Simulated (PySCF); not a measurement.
C2H4BClO2Si, SMILES OB(O)C#C[SiH2]Cl. Atoms are numbered in the order given.

```xyz
11

Si     0.9046    -1.8126     0.0000
Cl    -0.8382    -2.9220     0.0000
C      0.4955    -0.0318     0.0000
C      0.2190     1.1610     0.0000
B     -0.1455     2.6710     0.0000
O      0.8152     3.6250     0.0000
O     -1.4368     3.0759     0.0000
H      1.6766    -2.1440    -1.2257
H      1.6766    -2.1440     1.2257
H      1.7036     3.2588     0.0000
H     -2.0572     2.3417     0.0000
```

Coordinates come from a PBE0-D3(BJ)/def2-SVP optimisation. The structure was generated by enumeration, and PubChem lists no compound with its InChIKey, so it may never have been made. One conformer was computed; it need not be the lowest.

Method: PBE0/pcSseg-1 (PySCF).

GIAO shieldings, no solvent; atoms listed in one row are averaged. δ = σ(ref) − σ: ²⁹Si against TMS (σ = 352.7 ppm); ³⁵Cl against HCl (σ = 945.9 ppm); ¹³C against TMS (σ = 186.3 ppm); ¹¹B against BF3 (σ = 88.8 ppm); ¹⁷O against H2O (σ = 334.2 ppm); ¹H against TMS (σ = 31.56 ppm), references at their B3LYP-D3(BJ)/def2-TZVP geometries, non-relativistic (without spin–orbit terms, shifts of atoms bonded to Cl or Br come out too high).

### Question
Estimate the chemical shifts. (Estimate from the structure and the level; the computed values follow.)

### Answer

```tsv
nucleus	atoms	count	δ (ppm)
²⁹Si	Si1	1	-41.5
³⁵Cl	Cl2	1	-32.5
¹³C	C4	1	121.2
¹³C	C3	1	106.7
¹¹B	B5	1	8.2
¹⁷O	O7	1	140.3
¹⁷O	O6	1	138.2
¹H	H8, H9	2	5.43
¹H	H11	1	4.57
¹H	H10	1	4.37
```
